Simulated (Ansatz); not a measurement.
Species: GeH3, net charge -1, singlet state. Whether it binds its extra electron was not tested at this geometry. 
Geometry from a B3LYP-D3(BJ)/def2-TZVP (Ansatz, a program for electronic structure) optimisation:
SMILES: [GeH3-]
```xyz
4

Ge    -0.0301    -0.0444    -0.0555
H      0.6497    -0.6325     1.2988
H     -0.8841     1.0611     0.7755
H      1.1978     0.9923    -0.2995
```
Charge -1, spin multiplicity 1.

Basis-set convergence of Hartree-Fock and CCSD(T) correlation energies (hartree) with Ansatz. Correlated levels leave the core frozen unless marked. No spin-orbit coupling. Frozen are the shells of the preceding noble gas and the d and f shells that filled before the atom's block. Non-relativistic.

| basis | functions | E(HF) | E(corr, CCSD(T)) | rough core time |
|---|---|---|---|---|
| aug-cc-pVDZ | 63 | -2077.05057 | -0.15972 | under 20 s |
| aug-cc-pVTZ | 128 | -2077.12297 | -0.18232 | under 20 s |
| aug-cc-pVQZ | 231 | -2077.12648 | -0.18786 | 50 s |

Extrapolating the two largest sets (X = 3 and 4) as X^-3: E(corr) = (64·(-0.18786) - 27·(-0.18232))/37 = -0.1919 Eh, an estimate of the basis-set limit. The largest set recovers 97.9 % of it, the smallest 83.2 %.
